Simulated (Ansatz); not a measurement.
bismuth atom (Bi), quartet (core potentials on Bi); SVWN5/def2-SV(P) in Ansatz (a first-principles code).

Here is a job for Ansatz.
Ansatz 0.2 input:
```yaml
crystal:
  periodic: [false, false, false]
  atoms:
    - {symbol: Bi, position_ang: [0.00000000, 0.00000000, 0.00000000]}
basis:
  gaussian:
    orbitals: def2-SV_P_.json
hamiltonian:
  xc: {name: SVWN5}
magnetization: {spin_polarized: true, initial_magnetization: 3}
```
The basis file holds def2-SV(P) in the JSON format of the Basis Set Exchange.

Write the output that Ansatz gives for this input, abridged.


```
Functional definition: SVWN5
276 factors; their error is unknown
mean field evaluation 1: about -5831.8488 eV, gradient 1.9e0 eV
mean field evaluation 2: about -5831.8729 eV, gradient 1.6e0 eV
mean field evaluation 4: about -5831.8865 eV, gradient 8.8e-2 eV
mean field evaluation 8: about -5831.8698 eV, gradient 4.4e-5 eV
mean field -5831.86982828 eV, -214.3172632060 hartree, gradient 4.4e-5 eV, S^2 3.750873; 0 other end points of the search recorded, 0 dependent functions left out
reference -5831.86984512 eV, -214.3172638248 hartree; 13, 10 occupied and 13, 16 virtual orbitals, 276 factors
Total energy: -5831.86984512 eV, -214.3172638248 hartree
```
